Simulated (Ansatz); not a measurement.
Consider the redistribution: `[F][Ga]([SH])[SH]` + `C[O][SbH][SiH3]` → `C[O][Ga]([SH])[SH]` + `[F][SbH][SiH3]`.

Program: Ansatz. Geometries: PBE0-D4/def2-TZVP. ΔE: electronic, gas phase. CCSD(T)/CBS adds triple-zeta CCSD(T) − MP2 to the extrapolated MP2 energy (def2 sets, frozen cores). DFT in def2-TZVPP. B3LYP here is the variant with VWN-RPA as its local correlation; programs differ in this. def2 core potentials past Kr. For Ga, Sb outer-core shells are correlated without core-valence functions, which leaves a few kJ/mol of doubt a bond. Scalar relativity is left out up to krypton. One conformer a species, not always the lowest.

`[F][Ga]([SH])[SH]`:

Z-matrix (Å, degrees):
```
Ga
S 1 2.182
S 1 2.179 2 127.4
F 1 1.750 2 116.5 3 180.0
H 2 1.345 1 91.7 3 -179.9
H 3 1.344 1 92.8 2 -0.1
```

`C[O][SbH][SiH3]`:

Cartesian coordinates in Å:
```
C 0.328 -2.210 -0.451
O 0.091 -0.836 -0.618
Sb -1.128 0.033 0.680
Si -0.237 2.357 0.004
H 0.916 -2.421 0.454
H -0.600 -2.798 -0.398
H 0.899 -2.561 -1.315
H -0.026 -0.003 2.007
H 1.247 2.355 -0.052
H -0.790 2.733 -1.323
H -0.701 3.350 1.012
```

`C[O][Ga]([SH])[SH]`:

Z-matrix (Å, degrees):
```
C
O 1 1.406
H 1 1.095 2 109.9
H 1 1.095 2 109.6 3 -118.9
H 1 1.098 2 113.4 3 120.7
Ga 2 1.775 1 123.2 3 -117.8
S 6 2.186 2 116.6 1 179.8
S 6 2.195 2 118.8 1 -0.3
H 7 1.345 6 91.7 2 -0.0
H 8 1.344 6 92.8 2 -179.6
```

`[F][SbH][SiH3]`:

Cartesian coordinates in Å:
```
F 2.090 0.422 -1.261
Sb 0.265 1.045 -1.330
Si -0.572 -0.673 0.420
H 0.475 2.193 -0.070
H 0.362 -0.752 1.570
H -0.706 -2.009 -0.215
H -1.914 -0.226 0.886
```

```json
{"level": "PBE-D4", "ΔE (kJ/mol)": "-1.8", "difference from CCSD(T)/CBS": "-0.4"}
{"level": "r2SCAN-D4", "ΔE (kJ/mol)": "-1.4", "difference from CCSD(T)/CBS": "0.0"}
{"level": "PBE0-D4", "ΔE (kJ/mol)": "-0.9", "difference from CCSD(T)/CBS": "0.5"}
{"level": "B3LYP-D4", "ΔE (kJ/mol)": "-2.3", "difference from CCSD(T)/CBS": "-0.9"}
{"level": "ωB97X-V", "ΔE (kJ/mol)": "-2.0", "difference from CCSD(T)/CBS": "-0.6"}
{"level": "ωB97M-V", "ΔE (kJ/mol)": "-1.2", "difference from CCSD(T)/CBS": "0.2"}
{"level": "B2PLYP", "ΔE (kJ/mol)": "0.7", "difference from CCSD(T)/CBS": "2.1"}
{"level": "PBE", "ΔE (kJ/mol)": "-1.6", "difference from CCSD(T)/CBS": "-0.2"}
{"level": "r2SCAN", "ΔE (kJ/mol)": "-1.2", "difference from CCSD(T)/CBS": "0.2"}
{"level": "PBE0", "ΔE (kJ/mol)": "-0.6", "difference from CCSD(T)/CBS": "0.8"}
{"level": "B3LYP", "ΔE (kJ/mol)": "-2.0", "difference from CCSD(T)/CBS": "-0.6"}
{"level": "HF/def2-TZVPP", "ΔE (kJ/mol)": "-0.5", "difference from CCSD(T)/CBS": "0.9"}
{"level": "MP2/def2-TZVPP", "ΔE (kJ/mol)": "6.3", "difference from CCSD(T)/CBS": "7.7"}
{"level": "SCS-MP2/def2-TZVPP", "ΔE (kJ/mol)": "4.5", "difference from CCSD(T)/CBS": "5.9"}
{"level": "CCSD/def2-TZVPP", "ΔE (kJ/mol)": "2.5", "difference from CCSD(T)/CBS": "3.9"}
{"level": "CCSD(T)/def2-TZVPP", "ΔE (kJ/mol)": "3.2", "difference from CCSD(T)/CBS": "4.6"}
{"level": "HF/def2-QZVPP", "ΔE (kJ/mol)": "-2.0", "difference from CCSD(T)/CBS": "-0.6"}
{"level": "MP2/def2-QZVPP", "ΔE (kJ/mol)": "3.1", "difference from CCSD(T)/CBS": "4.5"}
{"level": "SCS-MP2/def2-QZVPP", "ΔE (kJ/mol)": "1.7", "difference from CCSD(T)/CBS": "3.1"}
{"level": "HF/CBS(def2)", "ΔE (kJ/mol)": "-2.2", "difference from CCSD(T)/CBS": "-0.8"}
{"level": "MP2/CBS(def2)", "ΔE (kJ/mol)": "1.7", "difference from CCSD(T)/CBS": "3.1"}
{"level": "CCSD/CBS(def2)", "ΔE (kJ/mol)": "-2.1", "difference from CCSD(T)/CBS": "-0.7"}
{"level": "CCSD(T)/CBS", "ΔE (kJ/mol)": "-1.4", "difference from CCSD(T)/CBS": "0"}
```

Largest T1 diagnostic among the species: 0.014.

In def2-TZVPP, CCSD(T) changes the Hartree–Fock value by +3.8 kJ/mol (the triples alone add +0.7 kJ/mol) and MP2 by +6.9 kJ/mol.
